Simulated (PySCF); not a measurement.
PySCF input for CH7Si2, SMILES [SiH3][CH][SiH3], multiplicity 2, TDA-PBE/def2-SVPD. The structure is a stationary point at ωB97X-D3(BJ)/def2-SVP. The isomer is the one that the SMILES or the coordinates give; other isomers of the formula were not compared.

```python
import numpy as np
from pyscf import gto, scf, dft, tdscf

mol = gto.M(
    atom='''
    Si    1.66086916    0.00000000   -0.13538541
    C    -0.00000000    0.00000000    0.69569462
    Si   -1.66086916    0.00000000   -0.13538541
    H     2.44803533    1.20707053    0.26399807
    H     2.44803532   -1.20707054    0.26399809
    H     1.49553014   -0.00000001   -1.61758078
    H    -0.00000000    0.00000000    1.79579302
    H    -2.44803533    1.20707054    0.26399807
    H    -2.44803532   -1.20707054    0.26399809
    H    -1.49553013   -0.00000001   -1.61758078
    ''',
    basis='def2-SVPD',
    charge=0,
    spin=1,
    max_memory=1600,
    verbose=4,
)
mf = dft.UKS(mol, xc='pbe').density_fit(auxbasis='def2-universal-jkfit')
mf.grids.level = 3
mf.conv_tol = 1e-9
mf.max_cycle = 100
mf.kernel()
fine, coarse = mf.grids, dft.Grids(mol).set(level=1).build(with_non0tab=True)
for _ in range(3):  # follow internal instabilities
    mf.grids = coarse
    mo, _, stable, _ = mf.stability(return_status=True, nroots=4)
    mf.grids = fine
    if stable:
        break
    mf.kernel(mf.make_rdm1(mo, mf.mo_occ))
mf.grids = dft.Grids(mol).set(level=1).build(with_non0tab=True)  # coarser grid for the response kernel
td = tdscf.TDA(mf)
td.nstates = 10
td.conv_tol = 1e-4
td.positive_eig_threshold = 1e-6
td.kernel(x0=td.get_init_guess(mf, 15))
td.analyze()
```

Output:

```
PySCF version 2.14.0

[INPUT] verbose = 4
[INPUT] num. atoms = 10
[INPUT] num. electrons = 41
[INPUT] charge = 0
[INPUT] spin (= nelec alpha-beta = 2S) = 1
[INPUT] symmetry False subgroup None
[INPUT] Mole.unit = angstrom
[INPUT] Symbol           X                Y                Z      unit          X                Y                Z       unit  Magmom
[INPUT]  1 Si     1.660869160000   0.000000000000  -0.135385410000 AA    3.138587841136   0.000000000000  -0.255841346162 Bohr   0.0
[INPUT]  2 C      0.000000000000   0.000000000000   0.695694620000 AA    0.000000000000   0.000000000000   1.314672298133 Bohr   0.0
[INPUT]  3 Si    -1.660869160000   0.000000000000  -0.135385410000 AA   -3.138587841136   0.000000000000  -0.255841346162 Bohr   0.0
[INPUT]  4 H      2.448035330000   1.207070530000   0.263998070000 AA    4.626116316959   2.281032714734   0.498884049714 Bohr   0.0
[INPUT]  5 H      2.448035320000  -1.207070540000   0.263998090000 AA    4.626116298062  -2.281032733631   0.498884087508 Bohr   0.0
[INPUT]  6 H      1.495530140000  -0.000000010000  -1.617580780000 AA    2.826142375632  -0.000000018897  -3.056784658560 Bohr   0.0
[INPUT]  7 H      0.000000000000   0.000000000000   1.795793020000 AA    0.000000000000   0.000000000000   3.393556984206 Bohr   0.0
[INPUT]  8 H     -2.448035330000   1.207070540000   0.263998070000 AA   -4.626116316959   2.281032733631   0.498884049714 Bohr   0.0
[INPUT]  9 H     -2.448035320000  -1.207070540000   0.263998090000 AA   -4.626116298062  -2.281032733631   0.498884087508 Bohr   0.0
[INPUT] 10 H     -1.495530130000  -0.000000010000  -1.617580780000 AA   -2.826142356735  -0.000000018897  -3.056784658560 Bohr   0.0

nuclear repulsion = 138.9120814162
number of shells = 56
number of NR pGTOs = 184
number of NR cGTOs = 124
basis = def2-SVPD
ecp = {}


[settings echo left out]
init E= -620.423634923693
  alpha nocc = 21  HOMO = -0.240491748889804  LUMO = -0.0461854583270922
  beta  nocc = 20  HOMO = -0.338924697675213  LUMO = -0.240491748889804

WARN: HOMO -0.240491748889804 >= LUMO -0.240491748889804

cycle= 1 E= -620.620586047237  delta_E= -0.197  |g|= 0.211  |ddm|= 2.31
  alpha nocc = 21  HOMO = -0.146114969916166  LUMO = -0.00318352345590656
  beta  nocc = 20  HOMO = -0.234365306460993  LUMO = -0.0961008482480352
  HOMO = -0.146114969916  LUMO = -0.096100848248  gap/eV = 1.36095
cycle= 2 E= -620.581052311347  delta_E= 0.0395  |g|= 0.326  |ddm|= 0.676
  alpha nocc = 21  HOMO = -0.215558592366817  LUMO = -0.0148168264872481
  beta  nocc = 20  HOMO = -0.281504813974395  LUMO = -0.158391098016372
  HOMO = -0.215558592367  LUMO = -0.158391098016  gap/eV = 1.55561
cycle= 3 E= -620.646363479027  delta_E= -0.0653  |g|= 0.0486  |ddm|= 0.444
  alpha nocc = 21  HOMO = -0.210535188069959  LUMO = -0.0158017259770924
  beta  nocc = 20  HOMO = -0.281588939754984  LUMO = -0.149160736490882
  HOMO = -0.21053518807  LUMO = -0.149160736491  gap/eV = 1.67008
cycle= 4 E= -620.648169197014  delta_E= -0.00181  |g|= 0.00978  |ddm|= 0.0901
  alpha nocc = 21  HOMO = -0.213499883048006  LUMO = -0.016391709989295
  beta  nocc = 20  HOMO = -0.283024701706019  LUMO = -0.149864978634603
  HOMO = -0.213499883048  LUMO = -0.149864978635  gap/eV = 1.73159
cycle= 5 E= -620.648258251407  delta_E= -8.91e-05  |g|= 0.00226  |ddm|= 0.023
  alpha nocc = 21  HOMO = -0.213042011202182  LUMO = -0.0159906771800173
  beta  nocc = 20  HOMO = -0.282185083616912  LUMO = -0.148777198169599
  HOMO = -0.213042011202  LUMO = -0.14877719817  gap/eV = 1.74873
cycle= 6 E= -620.648263330882  delta_E= -5.08e-06  |g|= 0.000638  |ddm|= 0.00592
  alpha nocc = 21  HOMO = -0.213127954945443  LUMO = -0.0160517324671177
  beta  nocc = 20  HOMO = -0.282301345497056  LUMO = -0.148774428509978
  HOMO = -0.213127954945  LUMO = -0.14877442851  gap/eV = 1.75115
cycle= 7 E= -620.648263692439  delta_E= -3.62e-07  |g|= 0.000163  |ddm|= 0.00175
  alpha nocc = 21  HOMO = -0.213141111730882  LUMO = -0.0160533665784115
  beta  nocc = 20  HOMO = -0.28229468464728  LUMO = -0.148773431174298
  HOMO = -0.213141111731  LUMO = -0.148773431174  gap/eV = 1.75153
cycle= 8 E= -620.648263720387  delta_E= -2.79e-08  |g|= 3.08e-05  |ddm|= 0.000458
  alpha nocc = 21  HOMO = -0.213139650988488  LUMO = -0.0160523413915823
  beta  nocc = 20  HOMO = -0.282292091215318  LUMO = -0.148772695066996
  HOMO = -0.213139650988  LUMO = -0.148772695067  gap/eV = 1.75151
cycle= 9 E= -620.648263721334  delta_E= -9.46e-10  |g|= 1.17e-05  |ddm|= 0.000102
  alpha nocc = 21  HOMO = -0.213138989260179  LUMO = -0.0160533750271949
  beta  nocc = 20  HOMO = -0.282292751088269  LUMO = -0.14877250075247
  HOMO = -0.21313898926  LUMO = -0.148772500752  gap/eV = 1.75150
Extra cycle  E= -620.648263721315  delta_E= 1.89e-11  |g|= 1.29e-05  |ddm|= 5.19e-05
converged SCF energy = -620.648263721315  <S^2> = 0.75346349  2S+1 = 2.0034605
tot grids = 35312
uhf_internal: lowest eigs of H = [0.54675203 0.55178839 0.55704846 0.5604925 ]
<class 'pyscf.df.df_jk.DFUKS'> wavefunction is stable in the internal stability analysis
tot grids = 35312
Overwritten attributes  positive_eig_threshold  of <class 'pyscf.tdscf.uks.TDA'>


******** <class 'pyscf.tdscf.uks.TDA'> for <class 'pyscf.df.df_jk.DFUKS'> ********
nstates = 10
deg_eia_thresh = 1.000e-03
wfnsym = None
conv_tol = 0.0001
eigh lindep = 1e-12
eigh level_shift = 0
eigh max_cycle = 100


Excitation energies (eV)
[3.61143047 4.00060071 4.31986405 4.45368747 4.71184105 5.20495365
 5.49733746 5.72709319 6.04861349 6.15730699]

** Excitation energies and oscillator strengths **
Excited State   1:      3.61143 eV    343.31 nm  f=0.0000
      17b ->   21b      0.10833
      20b ->   21b     -0.98909
Excited State   2:      4.00060 eV    309.91 nm  f=0.0006
      19b ->   21b     -0.99588
Excited State   3:      4.31986 eV    287.01 nm  f=0.0000
      17b ->   21b     -0.99278
      20b ->   21b     -0.10913
Excited State   4:      4.45369 eV    278.39 nm  f=0.1053
      18b ->   21b      0.98952
Excited State   5:      4.71184 eV    263.13 nm  f=0.0011
      21a ->   25a     -0.15664
      16b ->   21b      0.97459
Excited State   6:      5.20495 eV    238.20 nm  f=0.0036
      21a ->   22a      0.98423
      15b ->   21b     -0.15913
Excited State   7:      5.49734 eV    225.53 nm  f=0.0101
      21a ->   22a      0.15294
      21a ->   23a     -0.19346
      15b ->   21b      0.95647
Excited State   8:      5.72709 eV    216.49 nm  f=0.0066
      21a ->   23a     -0.97635
      15b ->   21b     -0.18669
Excited State   9:      6.04861 eV    204.98 nm  f=0.0000
      21a ->   24a      0.99882
Excited State  10:      6.15731 eV    201.36 nm  f=0.0014
      21a ->   25a     -0.98083
      16b ->   21b     -0.14069

** Transition electric dipole moments (AU) **
state          X           Y           Z        Dip. S.      Osc.
  1         0.0000      0.0000     -0.0000      0.0000      0.0000
  2         0.0000     -0.0754      0.0000      0.0057      0.0006
  3        -0.0000     -0.0000     -0.0000      0.0000      0.0000
  4        -0.9825      0.0000     -0.0000      0.9653      0.1053
  5        -0.0000      0.0000      0.0972      0.0095      0.0011
  6         0.0000      0.1689     -0.0000      0.0285      0.0036
  7        -0.0000     -0.2743      0.0000      0.0752      0.0101
  8         0.0000     -0.2161      0.0000      0.0467      0.0066
  9         0.0000     -0.0000     -0.0000      0.0000      0.0000
 10        -0.0000      0.0000     -0.0968      0.0094      0.0014

** Transition velocity dipole moments (imaginary part, AU) **
state          X           Y           Z        Dip. S.      Osc.
  1         0.0000     -0.0000     -0.0000      0.0000      0.0000
  2         0.0000     -0.0112     -0.0000      0.0001      0.0006
  3        -0.0000      0.0000      0.0000      0.0000      0.0000
  4        -0.0703     -0.0000      0.0000      0.0049      0.0201
  5        -0.0000      0.0000      0.0085      0.0001      0.0003
  6         0.0000      0.0339      0.0000      0.0012      0.0040
  7        -0.0000      0.0169      0.0000      0.0003      0.0009
  8         0.0000     -0.0587      0.0000      0.0034      0.0109
  9         0.0000     -0.0000     -0.0000      0.0000      0.0000
 10        -0.0000      0.0000      0.0010      0.0000      0.0000

** Transition magnetic dipole moments (imaginary part, AU) **
state          X           Y           Z
  1        -0.0000     -0.0000      0.4970
  2        -0.4443     -0.0000      0.0000
  3        -0.0000      0.0000     -0.3518
  4        -0.0000      0.2363      0.0000
  5        -0.0000      0.0000      0.0000
  6         0.3852      0.0000     -0.0000
  7         0.5356      0.0000      0.0000
  8        -0.2391     -0.0000     -0.0000
  9        -0.0000      0.0000      0.1623
 10        -0.0000     -0.0000      0.0000
```

The run converged.
